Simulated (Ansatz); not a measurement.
**Energy profile**

The step: Si₂H₆O ([OH][SiH2][SiH3]) + NH₃ → SiNH₅O ([NH2][SiH2][OH]) + SiH₄; bonds formed: Si1–N7, Si2–H6; bonds broken: Si1–Si2, H6–N7 (atoms numbered as in the saddle structure below).

```
atom    x (Å)    y (Å)    z (Å)
 Si1  -0.8624   0.0704  -1.0162
 Si2   0.7006  -0.9645   1.4160
  H3  -1.5178   0.7040  -2.1952
  H4  -0.4918  -1.2995  -1.4150
  O5  -1.9071   0.4377   0.1765
  H6   1.2127   0.5877  -0.2890
  N7   0.6976   1.1271  -1.0443
  H8   1.6637  -0.5156   2.4847
  H9  -0.5785  -1.0415   2.2404
 H10   1.0281  -2.4235   1.2573
 H11  -1.6358   0.0645   1.0295
 H12   1.1770   1.1850  -1.9420
 H13   0.5138   2.0683  -0.7027
```

Electronic energies by CCSD(T) at an estimated basis limit (MP2 extrapolated from triple and quadruple zeta, plus CCSD(T) − MP2 in triple zeta), on PBE0-D4/def2-TZVP structures; Si₂NH₉O, singlet; no counterpoise correction. Ansatz 0.2.0; basis: def2-TZVPP and def2-QZVPP; cores frozen in the correlated methods. Extrapolation: Hartree–Fock as exp(−7.88 √X), correlation as X^−2.97.

Q: Give the profile in kJ/mol, counted from the separated reactants. (An estimate is asked for; the value comes from the calculation.)

A: Computed:
```json
{"point": "separated: Si₂H₆O (linked as [OH][SiH2][SiH3]; Si1, Si2, H3, H4, O5, H8, H9, H10, H11; singlet) + NH₃ (H6, N7, H12, H13; singlet)", "kJ/mol": "0.0"}
{"point": "start structure", "kJ/mol": "-21.4"}
{"point": "saddle", "kJ/mol": "129.8"}
{"point": "end structure", "kJ/mol": "-82.2"}
{"point": "separated: SiNH₅O (linked as [NH2][SiH2][OH]; Si1, H3, H4, O5, N7, H11, H12, H13; singlet) + SiH₄ (Si2, H6, H8, H9, H10; singlet)", "kJ/mol": "-74.7"}
```

No T1 diagnostic of these runs exceeds 0.013.

For scale, one of the runs: CCSD(T)/def2-TZVPP, 272 basis functions, launched by `ansatz run in.yaml --threads 8 --pin off --events-out ev --progress --plain --max-ram 19148MiB`. Time: 46 s of wall clock on 8 CPU threads of an Intel Xeon Platinum 8488C; the host was shared. Peak host memory: 6.9 GiB.
